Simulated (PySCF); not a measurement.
H₇NO₂Si₂, SMILES N[Si@H](O)O[SiH3]. The structure is a stationary point at PBE0-D3(BJ)/def2-SVP. The structure was generated by enumeration; whether it is a known compound was not checked. Other conformers were not sampled.

Problem. Give the equilibrium geometry at PBE0-D3(BJ)/def2-SVP (PySCF confirms it by a frequency run) as bond lengths and angles. (Estimate from the structure and the level; the computed values follow.)

Solution. This is not unique; one that fits is 
Atoms: N1 Si2 O3 O4 Si5 H6 H7 H8 H9 H10 H11 H12. Bonds (Å): N1–Si2 1.714, N1–H6 1.014, N1–H7 1.014, Si2–O3 1.662, Si2–O4 1.655, Si2–H8 1.484, O3–H9 0.961, O4–Si5 1.662, Si5–H10 1.494, Si5–H11 1.493, Si5–H12 1.491. Bond angles (°): Si2–N1–H6 120.9, Si2–N1–H7 119.2, H6–N1–H7 111.0, N1–Si2–O3 109.8, N1–Si2–O4 115.6, N1–Si2–H8 106.3, O3–Si2–O4 102.8, O3–Si2–H8 114.3, O4–Si2–H8 108.4, Si2–O3–H9 116.0, Si2–O4–Si5 137.1, O4–Si5–H10 111.0, O4–Si5–H11 111.2, O4–Si5–H12 107.6, H10–Si5–H11 109.1, H10–Si5–H12 108.8, H11–Si5–H12 109.1.
